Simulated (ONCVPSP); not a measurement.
## PBEsol ONCV dataset for Fe (Z = 26), scalar-relativistic all-electron reference.

| Property | Result |
| --- | --- |
| Element | iron |
| Generator | ONCVPSP 4.0.1 |
| Type | optimised norm-conserving Vanderbilt (ONCV) |
| Functional | PBEsol |
| Relativity | scalar-relativistic |
| Frozen core | [Ar] |
| Valence charge | 8 |
| Reference configuration | 3d6 4s2 |
| Partial waves | 4s: rc 2.25 bohr, ncon 5, nbas 8, qcut 3.8 1/bohr, 2 projectors, debl 2.6 Ha; p scattering state at 0.03 Ha: rc 2.00 bohr, ncon 4, nbas 7, qcut 4.3 1/bohr, 2 projectors, debl 2.9 Ha; 3d: rc 1.15 bohr, ncon 5, nbas 10, qcut 12.9 1/bohr, 2 projectors, debl 2.6 Ha |
| Local potential | polynomial inside 1.10 bohr (lpopt 5, dvloc0 0 Ha) |
| Core correction | Teter function, fcfact 1.5, rcfact 1.1 |

Results:

```json
{"Cutoffs needed": "70 Ha and 80 Ha (the cutoffs (Ha) at which the residual kinetic energy of the hardest occupied pseudo-wave falls to 1 and 0.1 mHa per electron)", "Ghost test": "ghosts flagged at negative energy: s at -35.7 eV; GHOST(+) flagged for p at 88.5 eV; a true bound ghost makes a file unfit for plane-wave use", "Largest excitation error": "-208 meV (all-electron minus pseudo) for 3d7 4s0, out of 4 test configurations", "rms error of d²Exc/dni dnj": "12.34 mHa without and 10.64 mHa with the model core"}
```

Generation and tests took about 3.1 s on one core of a shared server CPU.
